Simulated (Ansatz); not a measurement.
Consider the ligand exchange at a B–C bond: `CBCC#CC` + HI → `CBI` + `CC#CC`.

Program: Ansatz. Geometries: PBE0-D4/def2-TZVP. ΔE: electronic, gas phase. CCSD(T)/CBS adds triple-zeta CCSD(T) − MP2 to the extrapolated MP2 energy (def2 sets, frozen cores). Functionals use def2-TZVPP. B3LYP here is the variant with VWN-RPA as its local correlation; programs differ in this. def2 core potentials past Kr. For I outer-core shells are correlated without core-valence functions, which leaves a few kJ/mol of doubt a bond. Each species was taken in one conformer, which may not be the lowest.

| level | ΔE (kJ/mol) |
| --- | --- |
| B3LYP-D4 | -72.4 |
| B3LYP | -77.2 |
| SCS-MP2/def2-TZVPP | -76.8 |
| CCSD/def2-TZVPP | -74.8 |
| SCS-MP2/def2-QZVPP | -78.7 |
| HF/CBS(def2) | -88.1 |
| MP2/CBS(def2) | -79.2 |
| CCSD/CBS(def2) | -78.4 |

(1) What does CCSD(T)/CBS give? (Estimate.)

Largest T1 diagnostic among the species: 0.011.

## Answers

(1) Ansatz gave: -76.9 kJ/mol. The listed levels differ from it by 4.5, -0.3, 0.1, 2.1, -1.8, -11.2, -2.3, -1.5 kJ/mol.

In def2-TZVPP, CCSD(T) changes the Hartree–Fock value by +15.4 kJ/mol (the triples alone add +1.5 kJ/mol) and MP2 by +13.0 kJ/mol. The D4 term adds +4.8 kJ/mol with B3LYP and +3.1 kJ/mol with PBE0; it sums over pairs of atoms, weighted by their polarisabilities, and B3LYP, whose exchange is more repulsive, gets the larger term.
